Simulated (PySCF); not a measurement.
PtO2, singlet: data card

These are results of PySCF, wB97X, basis Pt def2-TZVP with ECP60, O def2-TZVP (scalar-relativistic core potentials, no spin–orbit coupling, density fitting), not measurements.

The structure is a minimum.

Coordinates in bohr (charge 0 multiplicity 1):
```
Pt    0.0000    0.0000    0.0000
O     0.0000    0.0000    3.1723
O     0.0000    0.0000   -3.1723
```

| Quantity | Value |
| --- | --- |
| Point group | D∞h |
| Bond lengths | Pt–O 1.679 Å (×2) |
| Bond angles | O–Pt–O 180.0° |
| Principal quadrupole moments (Buckingham, traceless) about the centre of mass | -5.95, 2.98, 2.98 D Å |
| Highest occupied level | -11.36 eV |
| Rotational constants | 0.187 cm⁻¹ |
| Zero-point energy | 13.9 kJ/mol |
| Heat capacity Cp at 298.15 K | 48.0 J/(mol K) |
| Enthalpy at 298.15 K above 0 K | 12.86 kJ/mol |
| Dipole moment | 0.00 D |
| Atomisation energy without zero-point energy | 761 kJ/mol |
| Rotational symmetry number | 2 |
| Entropy at 298.15 K and 1 bar | 270.0 J/(mol K) |
| Principal polarisabilities | 27.8, 27.8, 58.1 bohr³ |
| Lowest empty level | -2.76 eV |

Harmonic modes (masses in u: Pt 194.965, O 15.995):
```tsv
symmetry	ω (cm⁻¹)	IR (km/mol, summed over degenerate members)	type
πu	82	6.5	bend
σg+	1070	0.0	stretch
σu+	1092	208	stretch
```

In D∞h the vibrations span πu + σg+ + σu+. The σg+ mode carries no infrared intensity, as symmetry demands. With a centre of inversion only u modes can be infrared active and only g modes Raman active.

Charges (e):
| atom | Mulliken | Löwdin | polar tensor | Mayer order to Pt1 |
| --- | --- | --- | --- | --- |
| Pt1 | 0.80 | 0.66 | 1.01 | – |
| O2,3 | -0.40 | -0.33 | -0.50 | 1.94 |
Other Mayer orders above 0.3: O–O 0.48.

Mulliken populations on Pt1 (electrons outside its core potential): s 3.19, p 6.39, d 7.53, f 0.09.

Outer orbital energies (eV). occupied: -17.23, -17.23, -13.65, -13.65, -13.41, -13.08, -13.08, -11.36; empty: -2.76, -2.76, 2.11, 2.11.

Formally Pt is in oxidation state +4, d6, with 0 unpaired electrons (the high-spin count would be 4). The polar-tensor charge on Pt, 1.01, is far below the formal one.

This need not be the most stable arrangement of these atoms. Spin–orbit coupling, left out here, can matter for elements this heavy.

The final relaxation and frequency run took roughly 2.8 core-minutes on a shared host.
